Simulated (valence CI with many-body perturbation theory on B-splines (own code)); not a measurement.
**Questions on Fe VI**

Calculated by valence CI with perturbative core correlation (CI+MBPT): three valence electrons over a frozen Dirac-Fock core [Ar], radial functions for each j: 9 s, 9 p, 10 d, 8 f, 5 g, 3 h, 1 i, with the one-electron correlation potential Σ1, the two-electron term Σ2, the three-electron term Σ3, Breit, model QED; selected CI, second order for the rest, scaled by the run's own slope (own B-spline code, finite nucleus).

Set against measurement, 33 paired levels are off by 487 cm⁻¹ on average, the worst by 1013. These come from a selection out of Corliss and Sugar, J. Phys. Chem. Ref. Data 11, 135 (1982). Levels without a partner in it may be off by more, other configurations by 1,000 to 8,000 cm⁻¹. The list stops below the first excitations out of the core.

Rates and lifetimes use the calculated energies. Strong lines usually hold to 10 to 20 %, long lifetimes can be off by a factor of two.

Problem. What is the ground level?

Solution. 3d3 4F_3/2, composition 100 % 3d3 4F, g = 0.399.

Problem. What is the ionisation energy?

Solution. 98.757 eV; NIST lists 98.985 ± 0.015 eV (measured).

Problem. How is the term 4F of the ground level split?

Solution. J = 3/2 at 0, J = 5/2 at 508, J = 7/2 at 1181, J = 9/2 at 1991 cm⁻¹.

Problem. How well does LS coupling describe the low levels?

Solution. Among the lowest 20 levels the leading LS term, summed over configurations, holds 95 % on average. For single configurations the figures are 95 % in LS and 61 % in jj coupling. Terms mix most in the J = 3/2 level at 26736 cm⁻¹, where the leading one holds 59 %.

Problem. Name the longest-lived excited levels whose lifetime is computed, and their main decay.

Solution. 3d3 4F_5/2 at 508 cm⁻¹ lives 176 s, mostly by M1 to 3d3 4F_3/2; 3d3 4F_7/2 at 1181 cm⁻¹ lives 75.4 s, mostly by M1 to 3d3 4F_5/2; 3d3 4F_9/2 at 1991 cm⁻¹ lives 69.6 s, mostly by M1 to 3d3 4F_7/2.
